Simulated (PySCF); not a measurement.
# Orbital energies and ionisation energy

4-ethylanisole, C9H12O.
Structure used (PBE0-D3(BJ)/def2-SVP), in Å, numbered top down from 1:
```xyz
22
C9H12O angstrom
C     -3.6797    0.1341    1.5370
C     -3.0184   -0.5953    0.3704
C     -1.5428   -0.3152    0.2662
C     -0.6036   -1.1008    0.9352
C      0.7634   -0.8209    0.8858
C      1.2191    0.2774    0.1503
O      2.5161    0.6362    0.0343
C      3.4845   -0.1249    0.6953
C      0.2903    1.0773   -0.5284
C     -1.0633    0.7809   -0.4659
H     -3.5568    1.2240    1.4413
H     -3.2265   -0.1634    2.4953
H     -4.7580   -0.0835    1.5880
H     -3.1777   -1.6808    0.4775
H     -3.5123   -0.3044   -0.5713
H     -0.9428   -1.9658    1.5129
H      1.4604   -1.4672    1.4200
H      3.3318   -0.1271    1.7895
H      3.5010   -1.1711    0.3404
H      4.4551    0.3377    0.4750
H      0.6624    1.9275   -1.1032
H     -1.7724    1.4160   -1.0052
```

Level: CAM-B3LYP/def2-SVPD (PySCF). Frontier orbitals with their largest atomic shares (Löwdin; up to four atoms above 4 %):

```tsv
orbital	ε (eV)	main atoms
HOMO−3	-10.57	O7 17 %, C6 9 %, C5 8 %, C4 8 %
HOMO−2	-10.40	O7 28 %, C4 10 %, C3 10 %, C8 9 %
HOMO−1	-8.47	C10 22 %, C5 21 %, C9 20 %, C4 18 %
HOMO	-7.40	?
LUMO	0.85	C9 19 %, C4 19 %, C10 16 %, C5 15 %
LUMO+1	1.21	C3 13 %, C6 13 %, C10 10 %, C5 8 %
LUMO+2	1.37	C8 24 %, H19 10 %, C5 9 %, H18 8 %
```

Problem. What vertical ionisation energy does ΔSCF give, and how far is −ε(HOMO) from it?

Solution. ΔSCF: 8.00 eV (772 kJ/mol; threshold wavelength 155 nm); ⟨S²⟩ of the doublet left behind is 0.770, against 0.75 for a pure doublet. −ε(HOMO) is 7.40 eV, 0.60 eV below it. In exact Kohn–Sham theory the two would be equal; CAM-B3LYP (range-separated hybrid) falls short of its own ΔSCF value by 7 %.

Problem. On which atoms does the HOMO lie?

Solution. C3 (substituted aromatic carbon) 19 %, O7 (aryl ether oxygen) 18 %, C6 (aromatic carbon bearing oxygen) 15 %, C9 (aromatic CH carbon) 11 %, so no atom holds as much as 40 %. The HOMO−1 lies 1.07 eV lower.

Problem. How many of the 10 lowest singlet excitations (vertical TDDFT, same level) lie below the ionisation energy?

Solution. All 10; they run from 5.05 to 7.50 eV.

Problem. What total energies stand behind the ΔSCF value?

Solution. E(N) = -424.88152 Eh and E(N − 1) = -424.58764 Eh at the same geometry, 0.29388 Eh apart.

One conformer (not necessarily the lowest) at the PBE0-D3(BJ)/def2-SVP geometry, without solvent, vibrations or thermal averaging.

These values come from a run that also computed excited states and ΔSCF ions. On one thread of an Arm Neoverse V1, no GPU (shared host), this took 6.7 min of wall time.
